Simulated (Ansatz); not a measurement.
Molecule: sum formula BNH (charge 0, doublet). It need not be the lowest isomer of its formula. 
Structure (B3LYP-D3(BJ)/def2-TZVP (Ansatz, an electronic-structure program) minimum search):
SMILES: [B]=N
```xyz
3

B      0.0000     0.0000    -0.8356
N      0.0000     0.0000     0.3981
H      0.0000     0.0000     1.3912
```
Charge 0, spin multiplicity 2.

Basis-set convergence of Hartree-Fock and CCSD correlation energies (hartree) with Ansatz. Correlated levels leave the core frozen unless marked. UHF or UKS for open shells. Spin-orbit coupling is left out. Non-relativistic.

| basis | functions | E(HF) | E(corr, CCSD) |
|---|---|---|---|
| def2-SVP | 33 | -79.59098 | -0.23285 |
| def2-TZVPP | 76 | -79.68277 | -0.27762 |
| def2-QZVPP | 144 | -79.68653 | -0.29350 |

Extrapolating the two largest sets (X = 3 and 4) as X^-3: E(corr) = (64·(-0.29350) - 27·(-0.27762))/37 = -0.3051 Eh, an estimate of the basis-set limit. The largest set recovers 96.2 % of it, the smallest 76.3 %.
